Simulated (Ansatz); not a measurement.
Geometry optimisation, RKS r2SCANh/6-31G (Ansatz).

input.yaml

```yaml
crystal:
  periodic: [false, false, false]
  atoms:
    - { symbol: B, position_ang: [0.0, 0.0, 0.0] }
    - { symbol: Cl, position_ang: [0.0, 0.0, 1.86] }
    - { symbol: F, position_ang: [1.1431, 0.0, -0.66] }
    - { symbol: C, position_ang: [-1.3856, 0.0, -0.8] }
    - { symbol: H, position_ang: [-1.9458, -0.9305, -0.5708] }
    - { symbol: H, position_ang: [-1.9898, 0.8797, -0.4946] }
    - { symbol: H, position_ang: [-1.1839, 0.0508, -1.8903] }
basis:
  gaussian: { orbitals: "6-31G" }
hamiltonian:
  xc: r2scanh
relax:
  f_tol: 0.02
  max_steps: 40
```

Command:

```bash
$ ansatz run input.yaml --threads 1 --pin off --max-ram 2048MiB --backend cpu --events-out ev --progress --plain --runs-dir out
```

Task: Where does it end, and by what steps?

Result: The forces met the threshold. Limits of this set-up: no polarisation functions. After 5 steps the energy has fallen by 0.133 eV; Cl2 moved furthest, 0.06 Å.

```
step  energy less start (eV)  largest force component (eV/Å)  accepted
   0                  0.0000                           2.692       yes
   1                 -0.1110                           1.197       yes
   2                 -0.1303                           0.181       yes
   3                 -0.1323                           0.072       yes
   4                 -0.1325                           0.022       yes
   5                 -0.1325                           0.004       yes
```

```xyz
7
Properties=species:S:1:pos:R:3
B -0.036 0.002 -0.006
Cl 0.006 -0.002 1.801
F 1.179 -0.002 -0.621
C -1.367 0.003 -0.794
H -1.947 -0.899 -0.567
H -1.996 0.849 -0.496
H -1.202 0.049 -1.873
```

Whether the end is a true minimum wasn't checked by a vibrational analysis.

Time of the run: 15 s on 1 thread of AMD EPYC 7R43 64-Core Processor (Zen 3) (shared host), peak memory 0.17 GiB.
